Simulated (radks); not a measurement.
Question: Ca III, 18 electrons, occupied as [Ne] 3s2 3p5.5 4s0.5 (fractional occupations, a model configuration). Calculated with a radial shooting solver on a logarithmic mesh with Libxc functionals: scalar-relativistic Kohn-Sham, exchange-only LDA, spin-polarised, spherical densities, finite nucleus; open shells are filled with parallel spins first; Fermi nuclear charge, rms radius 3.4776 fm. Some entries of the table are withheld. Estimate them.

orbital  occ.  eigenvalue (eV)  r(max) (bohr)
1s up       1        -3956.439        0.05040
1s down     1        -3956.245        0.05040
2s up       1        -431.6876         0.3007
2s down     1        -431.4803         0.3007
2p up       3              (1)         0.2465
2p down     3              (2)         0.2465
3s up       1         -64.5769         0.9878
3s down     1         -63.7476         0.9879
3p up       3         -45.4618          1.036
3p down   2.5         -44.6280          1.036
4s up     0.5         -15.8938          2.864
4s down     0         -14.2161          2.811

Answer: 
(1) 2p up eigenvalue (eV): -353.1958
(2) 2p down eigenvalue (eV): -352.9501
